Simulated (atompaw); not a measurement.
Logarithmic derivatives: antimony (Sb), PAW (atompaw)

atompaw 4.2.0.5 input, output lines left out:

```
Sb 51
LDA-PW scalarrelativistic loggrid 1500 logderivrange -5 5 251
5 5 4 0 0 0
5 1 2.75
0 0 0
c
c
c
c
v
c
c
c
v
c
v
2
2.15 1.90 1.75 1.35
y
-0.7
n
y
0.65
n
y
-0.6
n
custom polynom2 7 10 vanderbiltortho besselshape
bessel
2.15
2.15
2.15
2.15
2.15
1.55
```

The phase is arctan(r·u′/u) with u = r·R(r), unwrapped; energies in Ry, scanned from -5 to 5 Ry. A pole is an energy at which the radial function vanishes at the test radius. The pseudo phase is shifted by a multiple of π to meet the all-electron one at the reference energy, and phase errors are pseudo minus all-electron; the curves can meet again beyond the range given. Levels narrower than the energy grid can be missing from the lists of poles.

```
channel  radius (bohr)  reference energy (Ry)  poles, all-electron  poles, pseudo  unbroken range about the reference energy with phases within 0.05 rad  phase error 1 Ry above the reference energy (rad)
      s           2.15                  -1.10                 1.74     1.72, 3.99                                                              below 3.4                                             -0.000
      p           2.15                  -0.49                 3.45           3.32                                                              below 4.3                                             +0.000
      d           2.15                  -2.61                -2.42          -2.42                                                              below 1.4                                             +0.000
```

Phases in the d channel:

| E (Ry) | all-electron | pseudo |
| --- | --- | --- |
| -5.00 | 1.341 | 1.343 |
| -4.52 | 1.323 | 1.324 |
| -4.04 | 1.295 | 1.297 |
| -3.56 | 1.244 | 1.246 |
| -3.08 | 1.081 | 1.083 |
| -2.60 | -1.306 | -1.306 |
| -2.12 | -1.704 | -1.704 |
| -1.64 | -1.786 | -1.785 |
| -1.16 | -1.839 | -1.839 |
| -0.68 | -1.891 | -1.891 |
| -0.20 | -1.954 | -1.954 |
| 0.28 | -2.041 | -2.040 |
| 0.76 | -2.178 | -2.171 |
| 1.24 | -2.422 | -2.394 |
| 1.72 | -2.892 | -2.803 |
| 2.20 | -3.564 | -3.411 |
| 2.68 | -4.048 | -3.915 |
| 3.16 | -4.299 | -4.198 |
| 3.64 | -4.438 | -4.356 |
| 4.12 | -4.524 | -4.453 |
| 4.60 | -4.584 | -4.518 |
